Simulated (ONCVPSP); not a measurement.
**S (Z = 16), ONCV: configuration errors across variants**

```
Element                 : S (Z = 16)
Generator               : ONCVPSP 4.0.1
Type                    : optimised norm-conserving Vanderbilt (ONCV)
Functional              : PBE
Relativity              : non-relativistic
Frozen core             : [Ne]
Valence charge          : 6
Reference configuration : 3s2 3p4
Partial waves           : 3s: rc 1.60 bohr, ncon 5, nbas 8, qcut 4.5 1/bohr, 2 projectors, debl 3.3 Ha; 3p: rc 1.70 bohr, ncon 4, nbas 8, qcut 4.7 1/bohr, 2 projectors, debl 1.3 Ha; d scattering state at 0.16 Ha: rc 1.70 bohr, ncon 4, nbas 8, qcut 5.8 1/bohr, 2 projectors, debl 2.1 Ha
Local potential         : polynomial inside 1.25 bohr (lpopt 5, dvloc0 3 Ha)
Core correction         : Teter function, fcfact 2, rcfact 1.1
```

All-electron excitation energies from the reference (eV): (1) 3s2 3p3 11.782; (2) 3s2 3p2 34.078; (3) 3s2 3p1 68.128; (4) 3s2 3p3.5 4.667.

Errors AE − PS in meV (a dash: test not solved or not reliable):

| change | (1) | (2) | (3) | (4) | bound ghosts | GHOST(+) flags above zero |
| --- | --- | --- | --- | --- | --- | --- |
| base | +0.1 | +4.3 | +26 | 0.0 | none | none |
| core correction Teter function, fcfact 2, rcfact 1 | +0.1 | +4.8 | +29 | 0.0 | none | none |
| core correction Teter function, fcfact 2, rcfact 1.24 | +0.2 | +4.4 | +24 | 0.0 | none | none |
| core correction Teter function, fcfact 2, rcfact 1.4 | +0.6 | +5.6 | +24 | +0.1 | none | none |
| core correction Teter function, fcfact 2, rcfact 1.5 | +0.8 | +6.1 | +22 | +0.1 | none | none |
| core correction Teter function, fcfact 2, rcfact 1.64 | +0.9 | +4.3 | +8.3 | +0.2 | none | none |
| core correction Teter function, fcfact 2, rcfact 1.8 | -0.2 | -5.0 | -32 | 0.0 | none | none |
| core correction Teter function, fcfact 2, rcfact 1.9 | -1.9 | -17 | -74 | -0.3 | none | none |
| core correction Teter function, fcfact 2, rcfact 2.04 | -6.3 | -44 | -159 | -1.1 | none | none |

(1) Give the same row for: core correction Teter function, fcfact 2, rcfact 1.14.

## Answers

(1) +0.1, +4.2, +25, 0.0; bound ghosts: none; GHOST(+) flags above zero: none.
